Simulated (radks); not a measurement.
All-electron atom: Nb in [Kr] 4d4 6s1 (not the ground configuration).

All-electron calculation, scalar-relativistic Kohn-Sham, PBEsol, spin-polarised, spherical densities, finite nucleus; open shells are filled with parallel spins first (spin-orbit coupling, left out, can overturn this in heavy ions); Fermi nuclear charge, rms radius 4.324 fm. Program: a radial shooting solver on a logarithmic mesh with Libxc functionals.

Energy parts (eV):
total: -103876.385
kinetic: 106942.950
electron-nucleus: -250210.861
Hartree: 42563.776
exchange-correlation: -3172.249

Orbitals (lengths in bohr, moments of r in powers of bohr; <r^-3> diverges for s and p1/2; r(max) is where P^2 peaks; r(90%) holds 90 % of the orbital's charge):
1s up: occ. 1; eigenvalue (eV) -18798.62; r(max) 0.02350; r(90%) 0.0647; <r^4> 8.000e-06
1s down: occ. 1; eigenvalue (eV) -18798.63; r(max) 0.02350; r(90%) 0.0647; <r^4> 8.000e-06
2s up: occ. 1; eigenvalue (eV) -2632.024; r(max) 0.1333; r(90%) 0.244; <r^4> 0.001496
2s down: occ. 1; eigenvalue (eV) -2631.695; r(max) 0.1333; r(90%) 0.244; <r^4> 0.001496
2p up: occ. 3; eigenvalue (eV) -2350.982; <r^-3> 2344; r(max) 0.1065; r(90%) 0.224; <r^4> 0.001072
2p down: occ. 3; eigenvalue (eV) -2350.738; <r^-3> 2345; r(max) 0.1065; r(90%) 0.224; <r^4> 0.001072
3s up: occ. 1; eigenvalue (eV) -441.1445; r(max) 0.3958; r(90%) 0.656; <r^4> 0.07903
3s down: occ. 1; eigenvalue (eV) -440.9529; r(max) 0.3958; r(90%) 0.656; <r^4> 0.07895
3p up: occ. 3; eigenvalue (eV) -349.3110; <r^-3> 383.8; r(max) 0.3895; r(90%) 0.675; <r^4> 0.08810
3p down: occ. 3; eigenvalue (eV) -349.0980; <r^-3> 383.7; r(max) 0.3895; r(90%) 0.675; <r^4> 0.08793
3d up: occ. 5; eigenvalue (eV) -199.0815; <r^-3> 50.49; r(max) 0.3343; r(90%) 0.695; <r^4> 0.1006
3d down: occ. 5; eigenvalue (eV) -198.7620; <r^-3> 50.49; r(max) 0.3344; r(90%) 0.694; <r^4> 0.1001
4s up: occ. 1; eigenvalue (eV) -62.0126; r(max) 1.034; r(90%) 1.70; <r^4> 3.617
4s down: occ. 1; eigenvalue (eV) -60.0545; r(max) 1.029; r(90%) 1.69; <r^4> 3.502
4p up: occ. 3; eigenvalue (eV) -38.3237; <r^-3> 51.39; r(max) 1.128; r(90%) 1.95; <r^4> 6.277
4p down: occ. 3; eigenvalue (eV) -36.0729; <r^-3> 52.96; r(max) 1.120; r(90%) 1.93; <r^4> 6.046
4d up: occ. 4; eigenvalue (eV) -6.9000; <r^-3> 2.993; r(max) 1.507; r(90%) 3.30; <r^4> 54.53
6s up: occ. 1; eigenvalue (eV) -1.4534; r(max) 8.708; r(90%) 12.9; <r^4> 12460

The highest occupied level is 6s up at -1.453 eV. Summed over all electrons, <r^2> = 134.2 bohr^2, which gives a Langevin (diamagnetic) susceptibility term of -106 x 10^-6 cm^3/mol. Spin moment in Bohr magnetons: 5. The density falls to 0.001 e/bohr^3 at r = 4.04 bohr.
